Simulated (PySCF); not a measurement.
Zn(Cl)(Br), SMILES [Cl][Zn][Br], PBE0/def2-SVP optimised geometry.

```
3

Zn     0.06     0.00     0.00
Cl     2.16     0.00     0.00
Br    -2.16     0.00     0.00
```

Density from PBE0/def2-TZVP in PySCF at that geometry.

Minimum of the electron density along straight lines between bonded atoms, close to the bond critical point (lines longer than 1.1 times the sum of covalent radii, or with two minima, are not listed):

```
bond     length / Å  ρ at the minimum / e bohr⁻³  ∇²ρ there / e bohr⁻⁵  position (fraction from the first atom)
-------  ----------  ---------------------------  --------------------  ---------------------------------------
Zn1–Cl2       2.100                            ?                  0.32                                     0.46
Zn1–Br3       2.227                            ?                     ?                                     0.45
```

Q: What belongs in the gaps?

A: 
- Zn1–Cl2, ρ at the minimum / e bohr⁻³: 0.102
- Zn1–Br3, ρ at the minimum / e bohr⁻³: 0.090
- Zn1–Br3, ∇²ρ there / e bohr⁻⁵: 0.22
